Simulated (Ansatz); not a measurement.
Basis sets compared for C₂₁H₁₅N₃ (relaxed from a model of trityl dicyanamide, whose bonding it doesn't keep). The state is a singlet with charge 0. Geometry PBE-D4/def2-SVP. Ansatz on 2 threads of AMD EPYC 7R13 on a shared host and a share (18 GiB) of an NVIDIA H100 80GB HBM3; times are rough, and most runs start from earlier orbitals.

| atom | x (Å) | y (Å) | z (Å) |
| --- | --- | --- | --- |
| N1 | 5.234 | 1.105 | -3.026 |
| C2 | 4.523 | 0.991 | -2.091 |
| N3 | 3.819 | 0.831 | -0.989 |
| C4 | 2.626 | 0.923 | -0.651 |
| N5 | 1.535 | 1.093 | -0.157 |
| C6 | -3.063 | 3.021 | -0.672 |
| C7 | -1.852 | 3.519 | -0.166 |
| C8 | -0.768 | 2.656 | 0.045 |
| C9 | -0.879 | 1.285 | -0.252 |
| C10 | 0.295 | 0.336 | 0.051 |
| C11 | 0.274 | -0.105 | 1.531 |
| C12 | -0.899 | -0.037 | 2.304 |
| C13 | -0.906 | -0.500 | 3.630 |
| C14 | 0.258 | -1.030 | 4.202 |
| C15 | 1.434 | -1.098 | 3.437 |
| C16 | 1.441 | -0.640 | 2.113 |
| C17 | 0.276 | -0.877 | -0.902 |
| C18 | 0.019 | -2.183 | -0.451 |
| C19 | -0.006 | -3.256 | -1.359 |
| C20 | 0.228 | -3.035 | -2.723 |
| C21 | 0.477 | -1.730 | -3.181 |
| C22 | 0.494 | -0.660 | -2.279 |
| C23 | -2.093 | 0.791 | -0.763 |
| C24 | -3.180 | 1.655 | -0.969 |
| H25 | -3.913 | 3.699 | -0.840 |
| H26 | -1.748 | 4.590 | 0.066 |
| H27 | 0.182 | 3.043 | 0.442 |
| H28 | -1.817 | 0.382 | 1.869 |
| H29 | -1.833 | -0.437 | 4.220 |
| H30 | 0.252 | -1.388 | 5.243 |
| H31 | 2.356 | -1.510 | 3.875 |
| H32 | 2.369 | -0.708 | 1.526 |
| H33 | -0.163 | -2.369 | 0.616 |
| H34 | -0.206 | -4.273 | -0.990 |
| H35 | 0.216 | -3.877 | -3.431 |
| H36 | 0.657 | -1.544 | -4.251 |
| H37 | 0.669 | 0.361 | -2.650 |
| H38 | -2.190 | -0.278 | -1.003 |
| H39 | -4.123 | 1.255 | -1.372 |

Single mean-field runs in def2-SVP, def2-TZVP are fitted with def2-universal-jkfit.

Binding counts from free atoms (N quartet, C triplet, H doublet) in the same basis, without a counterpoise term.

| level | functions | energy (Eh) | HOMO (eV) | LUMO (eV) | binding per atom (eV) | wall time |
| --- | --- | --- | --- | --- | --- | --- |
| PBE-D4/def2-SVP | 411 | -971.6234 | -6.33 | -2.07 | 5.56 | 4.9 s |
| PBE0-D4/def2-SVP | 411 | -971.6787 | -7.36 | -1.25 | 5.42 | 6 s |

Problem. Estimate the rows for PBE-D4/def2-TZVP, PBE0-D4/def2-TZVP (with forces).

Solution. 
```csv
level,functions,energy (Eh),HOMO (eV),LUMO (eV),binding per atom (eV),wall time
PBE-D4/def2-TZVP,834,-972.6484,-6.40,-2.22,5.47,8 s
PBE0-D4/def2-TZVP (with forces),834,-972.6950,-7.38,-1.35,5.33,13 s
```
